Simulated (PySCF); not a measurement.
**Spinor energies of P(12+) (phosphorus, charge +12)**

Start: [He] 2s1; 2s1/2 filled at m_j = +1/2. Calculated with PySCF 2.14 in an even-tempered Gaussian basis (17 s from 2 bohr⁻², ratio 2.4; 10 p from 2.6 bohr⁻², ratio 2.4; 5 d from 8 bohr⁻², ratio 2.6; 4 f from 12 bohr⁻², ratio 2.6): generalised Hartree-Fock with the X2C-1e Hamiltonian and a Gaussian nucleus; one run each with spin-orbit coupling (SO) switched off, then screened by Boettger's factors.

```csv
spinor shell,electrons,"ε, spin-free (eV)","ε, screened SO (eV)",weight of nominal j (screened SO),"rms radius, screened SO (bohr)"
1s1/2,2,-2743.5,-2743.5,1.000,0.118
2s1/2,1,-611.70,-611.70,1.000,0.470
```

```csv
quantity,spin-free,screened SO
E (hartree),-238.83144,-238.83144
M_J,1/2,1/2
⟨J²⟩,0.750,0.750
⟨L²⟩,0.000,0.000
⟨S²⟩,0.750,0.750
```

Each row is a mean over spinors that exchange with the open shell spreads, by up to 7.935 eV (1s1/2).

Without spin-orbit coupling the j labels of p, d and f shells carry no meaning; the spin-free column gives the mean over the occupied spinors of each nl shell.
